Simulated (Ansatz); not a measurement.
Basis-set extrapolation for C2H8BN (`CB(C)N`) (PBE0-D4/def2-TZVP geometry, frozen core, Ansatz 0.2.0). Multiplicity 1, RHF reference.

```json
{"": "HF", "def2-TZVPP": "-159.658210", "def2-QZVPP": "-159.666070"}
{"": "MP2 correlation", "def2-TZVPP": "-0.676066", "def2-QZVPP": "-0.720086"}
{"": "CCSD(T) correlation", "def2-TZVPP": "-0.746097", "def2-QZVPP": "not run"}
```

Energies in hartree. Use E(X) = E(∞) + A·exp(−7.88·√X) for Hartree–Fock and E(X) = E(∞) + B·X^(−2.97) for correlation, with X = 3 and 4, and add CCSD(T) minus MP2 of the smaller set to the MP2 limit.

Task: What is the CCSD(T) energy at the basis-set limit?

Result: HF limit: -159.666070 + (-0.007860) × 0.13774 = -159.66715. MP2 limit: -0.720086 + (-0.044020) × 0.74074 = -0.75269. Higher-order term: -0.746097 − (-0.676066) = -0.07003. Total: -160.48987 hartree, 53.7 kcal/mol below CCSD(T)/def2-TZVPP.
